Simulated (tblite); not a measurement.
C₄H₆BrN.
Numbering: `[CH2:1]=[C:2]([Br:3])/[CH:4]=[N:5]\[CH3:6]` (hydrogens: H7, H8 on C1; H9 on C4; H10, H11, H12 on C6)

Computed with GFN2-xTB (tblite), gas phase: L-BFGS steps from a force-field or distance-geometry start until the largest atomic force falls under 0.01 eV/Å.

Step 10: E = -505.2374 eV
```
atom  x, y, z in Å  |  force x, y, z in eV/Å
C1      1.6576   -0.2788    0.1780    0.001  -0.018   0.005
C2      0.7291    0.2233    0.9767    0.013   0.094  -0.006
Br3     0.8406   -0.0067    2.8819   -0.002   0.022  -0.041
C4     -0.4145    1.0420    0.5323   -0.033  -0.063   0.015
N5     -1.2547    0.7759   -0.3615    0.045  -0.024  -0.042
C6     -1.2671   -0.4632   -1.0806   -0.014  -0.032  -0.020
H7      1.6013   -0.1122   -0.8856    0.020  -0.029   0.031
H8      2.5071   -0.8290    0.5430   -0.012  -0.021   0.018
H9     -0.5480    1.9864    1.0508    0.033   0.004   0.047
H10    -2.2789   -0.5888   -1.4668    0.027  -0.054  -0.006
H11    -0.5794   -0.4223   -1.9307   -0.101   0.061   0.049
H12    -0.9919   -1.3273   -0.4634    0.022   0.059  -0.050
```

Step 11: E = -505.2387 eV
```
atom  x, y, z in Å  |  force x, y, z in eV/Å
C1      1.6597   -0.2798    0.1780   -0.021  -0.015   0.022
C2      0.7311    0.2278    0.9735    0.049   0.062   0.037
Br3     0.8375   -0.0045    2.8811    0.006   0.030  -0.061
C4     -0.4138    1.0440    0.5325   -0.050  -0.037   0.017
N5     -1.2558    0.7739   -0.3584    0.027  -0.003  -0.049
C6     -1.2664   -0.4627   -1.0813   -0.035  -0.016   0.003
H7      1.6047   -0.1201   -0.8861    0.019  -0.012   0.011
H8      2.5073   -0.8311    0.5453   -0.013  -0.023   0.026
H9     -0.5518    1.9881    1.0532    0.045  -0.034   0.026
H10    -2.2793   -0.5915   -1.4610    0.000  -0.043  -0.037
H11    -0.5827   -0.4162   -1.9325   -0.081   0.061   0.014
H12    -0.9892   -1.3287   -0.4705    0.056   0.030  -0.008
```

Task: Estimate the geometry and energy of step 12. (The exact step hangs on the optimiser's Hessian estimate; all steps are aligned on step 11, rigid shifts and turns removed.)

Result: E = -505.2399 eV, largest force 0.090 eV/Å
```
atom  x, y, z in Å  |  force x, y, z in eV/Å
C1      1.6613   -0.2810    0.1784   -0.032  -0.011   0.031
C2      0.7339    0.2333    0.9711    0.062   0.016   0.056
Br3     0.8347   -0.0019    2.8792    0.016   0.036  -0.055
C4     -0.4141    1.0452    0.5332   -0.044  -0.005   0.011
N5     -1.2563    0.7721   -0.3563   -0.004   0.021  -0.035
C6     -1.2665   -0.4624   -1.0818   -0.045   0.005   0.021
H7      1.6082   -0.1278   -0.8863    0.015   0.002  -0.005
H8      2.5071   -0.8336    0.5481   -0.016  -0.021   0.034
H9     -0.5544    1.9891    1.0560    0.045  -0.063   0.003
H10    -2.2798   -0.5951   -1.4562   -0.033  -0.032  -0.056
H11    -0.5875   -0.4091   -1.9340   -0.048   0.054  -0.037
H12    -0.9855   -1.3295   -0.4774    0.084  -0.005   0.032
```

The energy changes by -0.0012 eV. The first-order estimate −F·Δx gives -0.0017 eV and the mean of the old and new forces, exact on a quadratic surface, -0.0012 eV. The step makes an angle of 66° with the force vector and moves no atom by more than 0.009 Å.

The cost below is that of the whole relaxation. The run took 0.37 s wall on Intel Xeon, one thread, no GPU, shared host with 64 logical CPUs at a one-minute load of 61.
